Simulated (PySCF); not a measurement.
A side-by-side comparison of computed properties.

First species: C₈H₁₃F.
InChI=1S/C8H13F/c1-4-7(2)8(3)5-6-9/h4,8H,1-2,5-6H2,3H3/t8-/m1/s1

Second species: C5H4F2O2.
SMILES: `O=C[C@@H]1OCC(F)=C1F`

Levels: PBE0/pcSseg-1 for dipole moment, HOMO energy, LUMO energy and HOMO–LUMO gap; GFN2-xTB for rotational constant A and rotational constant C. Geometries: GFN2-xTB. Each structure is a single optimised conformer of the isolated species, non-relativistic unless stated. Electronic properties by PySCF.

Dipoles, sizes and rotational constants follow the conformer. The torsions of the flexible species, by atom-mapped SMILES:
- `[CH2:1]=[CH:2][C:3](=[CH2:4])[C@H:5]([CH3:6])[CH2:7][CH2:8][F:9]`: C1–C2–C3–C4 -170°, C2–C3–C5–C6 -93°, C3–C5–C7–C8 -61°, C5–C7–C8–F9 -177°
- `[O:1]=[CH:2][C@@H:3]1[O:4][CH2:5][C:6]([F:7])=[C:8]1[F:9]`: O1–C2–C3–O4 -154°

Values for the first species:

* Dipole moment: 1.98 D
* HOMO energy: -6.88 eV
* LUMO energy: -0.97 eV
* HOMO–LUMO gap: 5.91 eV
* Rotational constant A: 2.301 GHz
* Rotational constant C: 0.835 GHz

(1) Estimate the same properties for the second species, and the change in each.

## Answers

(1) 
```tsv
property	first	second	second less first
dipole moment	1.98 D	2.86 D	+0.88 D
HOMO energy	-6.88 eV	-7.28 eV	-0.40 eV
LUMO energy	-0.97 eV	-1.41 eV	-0.44 eV
HOMO–LUMO gap	5.91 eV	5.87 eV	-0.04 eV
rotational constant A	2.301 GHz	2.688 GHz	+0.387 GHz
rotational constant C	0.835 GHz	0.961 GHz	+0.126 GHz
```

On the first: The dipole equals about 6.6 × 10⁻³⁰ C·m (1 D = 3.33564 × 10⁻³⁰ C·m).

On the second: The dipole matches unit charges of opposite sign 0.60 Å apart (1 e·Å = 4.8032 D).
